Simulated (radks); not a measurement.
The numbers below are computed, except where a source is named.
Species: Ca+. Configuration: [Ar] 4s1.

Level of theory: non-relativistic Kohn-Sham, PBE, spin-polarised, spherical densities, point nucleus; open shells are filled with parallel spins first (a radial shooting solver on a logarithmic mesh with Libxc functionals).

Energy parts (eV):
total: -18425.531
kinetic: 18407.565
electron-nucleus: -43495.181
Hartree: 7632.114
exchange-correlation: -970.028

Orbitals (lengths in bohr, moments of r in powers of bohr):
orbital  occ.  eigenvalue (eV)      <r>      <r^4>     <r^2>   <1/r>
1s up       1        -3934.927  0.07737  0.0001658  0.008038   19.54
1s down     1        -3934.897  0.07737  0.0001658  0.008038   19.54
2s up       1        -417.6145   0.3667    0.04494    0.1592   4.007
2s down     1        -417.5833   0.3667    0.04493    0.1592   4.007
2p up       3        -341.4046   0.3286    0.03713    0.1336   3.935
2p down     3        -341.3750   0.3286    0.03712    0.1336   3.935
3s up       1         -53.5752    1.162      3.952     1.557   1.201
3s down     1         -53.4576    1.160      3.912     1.552   1.202
3p up       3         -34.9373    1.270      6.411     1.903   1.076
3p down     3         -34.7863    1.266      6.253     1.886   1.079
4s up       1          -9.3035    3.592      325.9     14.60  0.3607
3d up       0          -8.6167    1.987      66.91     5.185  0.6912
3d down     0          -8.1722    1.869      48.77     4.514  0.7203
4p up       0          -6.2648    4.355      717.6     21.54  0.2958

The highest occupied level is 4s up at -9.303 eV. The spin density at the nucleus is 2.563 e/bohr^3 (1s 0.027, 2s 0.003, 3s -0.043, 4s 2.575), a Fermi contact field of 134 T. Summed over all electrons, <r^2> = 30.21 bohr^2, which gives a Langevin (diamagnetic) susceptibility term of -23.9 x 10^-6 cm^3/mol.
